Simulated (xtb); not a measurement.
xtb input (GFN1-xTB):

```bash
xtb mol.xyz --gfn 1 --sp --chrg -1 --uhf 0
```
mol.xyz:
```
13

C     -0.60068091     2.07189595     0.08495301
Si    -0.25790028     0.44217456    -0.50797148
C     -1.76555088    -0.72690895    -0.52213764
Si     1.37112574    -0.93836051     0.65769192
H      0.10082178     2.86817107    -0.16169863
H     -1.02287636     2.18519707     1.08410327
H      0.31723296     0.43620805    -1.89882529
H     -2.55524411    -0.31329213    -1.15531801
H     -1.50745330    -1.72847685    -0.87915173
H     -2.16799927    -0.82425931     0.49067685
H      1.02046833    -1.10634256     2.11073055
H      1.70433636    -2.35545094     0.23604376
H      2.72294771    -0.28507295     0.70046061
```

End of the output:

```
         :::::::::::::::::::::::::::::::::::::::::::::::::::::
         ::                     SUMMARY                     ::
         :::::::::::::::::::::::::::::::::::::::::::::::::::::
         :: total energy             -12.973596199099 Eh    ::
         :: gradient norm              0.043174810057 Eh/a0 ::
         :: HOMO-LUMO gap              3.130390310496 eV    ::
         ::.................................................::
         :: SCC energy               -13.118707567023 Eh    ::
         :: -> electrostatic           0.091806970386 Eh    ::
         :: repulsion energy           0.149764517985 Eh    ::
         :: dispersion energy         -0.004653150061 Eh    ::
         :: halogen bond corr.         0.000000000000 Eh    ::
         :: add. restraining           0.000000000000 Eh    ::
         :: total charge              -1.000000000000 e     ::
         :::::::::::::::::::::::::::::::::::::::::::::::::::::

           -------------------------------------------------
          |                Property Printout                |
           -------------------------------------------------

    * Orbital Energies and Occupations

         #    Occupation            Energy/Eh            Energy/eV
      -------------------------------------------------------------
         1        2.0000           -0.4663697             -12.6906
         2        2.0000           -0.4540555             -12.3555
         3        2.0000           -0.4115696             -11.1994
         4        2.0000           -0.3708627             -10.0917
         5        2.0000           -0.3530421              -9.6068
         6        2.0000           -0.3509200              -9.5490
         7        2.0000           -0.3159116              -8.5964
         8        2.0000           -0.3157687              -8.5925
         9        2.0000           -0.3110771              -8.4648
        10        2.0000           -0.2743500              -7.4654
        11        2.0000           -0.2588461              -7.0436
        12        2.0000           -0.2467804              -6.7152
        13        2.0000           -0.1736516              -4.7253 (HOMO)
        14                         -0.0586118              -1.5949 (LUMO)
        15                         -0.0560546              -1.5253
        16                         -0.0101903              -0.2773
Note: The following floating-point exceptions are signalling: IEEE_DENORMAL
normal termination of xtb
        17                          0.0057640               0.1568
        18                          0.0194807               0.5301
        19                          0.0367800               1.0008
        20                          0.0703469               1.9142
        21                          0.0884751               2.4075
        22                          0.0916547               2.4941
        23                          0.0930764               2.5327
        24                          0.0970775               2.6416
       ...                                ...                  ...
        44                          1.5695201              42.7088
      -------------------------------------------------------------
                  HL-Gap            0.1150397 Eh            3.1304 eV
             Fermi-level           -0.1161317 Eh           -3.1601 eV

  Mulliken/CM5 charges         n(s)   n(p)   n(d)
     1C    -0.39391 -0.44376   1.020  3.374  0.000
     2Si   -0.04676 -0.23664   1.210  2.112  0.725
     3C    -0.17073 -0.27991   0.999  3.172  0.000
     4Si   -0.04366 -0.27397   1.344  2.281  0.418
     5H     0.00713  0.06196   0.993  0.000  0.000
     6H     0.00825  0.06304   0.992  0.000  0.000
     7H    -0.09962 -0.02084   1.100  0.000  0.000
     8H     0.01013  0.06416   0.990  0.000  0.000
     9H     0.00904  0.06310   0.991  0.000  0.000
    10H     0.01773  0.07215   0.982  0.000  0.000
    11H    -0.09558 -0.01877   1.096  0.000  0.000
    12H    -0.10554 -0.03121   1.106  0.000  0.000
    13H    -0.09647 -0.01929   1.096  0.000  0.000

Wiberg/Mayer (AO) data.
largest (>0.10) Wiberg bond orders for each atom

 ---------------------------------------------------------------------------
     #   Z sym  total        # sym  WBO       # sym  WBO       # sym  WBO
 ---------------------------------------------------------------------------
     1   6 C    3.756 --     2 Si   1.669     5 H    0.936     6 H    0.935
                             4 Si   0.157
     2  14 Si   4.817 --     1 C    1.669     4 Si   0.977     3 C    0.969
                             7 H    0.905
     3   6 C    3.934 --     2 Si   0.969     9 H    0.958     8 H    0.957
                            10 H    0.954
     4  14 Si   4.070 --     2 Si   0.977    13 H    0.941    11 H    0.940
                            12 H    0.936     1 C    0.157
     5   1 H    1.004 --     1 C    0.936
     6   1 H    1.003 --     1 C    0.935
     7   1 H    0.988 --     2 Si   0.905
     8   1 H    1.008 --     3 C    0.957
     9   1 H    1.005 --     3 C    0.958
    10   1 H    1.004 --     3 C    0.954
    11   1 H    0.989 --     4 Si   0.940
    12   1 H    0.987 --     4 Si   0.936
    13   1 H    0.988 --     4 Si   0.941
 ---------------------------------------------------------------------------

Topologies differ in total number of bonds
Writing topology from bond orders to xtbtopo.mol

 dipole moment from electron density (au)
     X       Y       Z
  -0.3105  -1.1811  -0.0072  total (Debye):    3.104

           -------------------------------------------------
          | TOTAL ENERGY              -12.973596199099 Eh   |
          | GRADIENT NORM               0.043174810057 Eh/α |
          | HOMO-LUMO GAP               3.130390310496 eV   |
           -------------------------------------------------

------------------------------------------------------------------------
------------------------------------------------------------------------
 total:
 SCF:
```

It need not be the lowest isomer of its formula. Whether it binds its extra electron was not tested at this geometry.
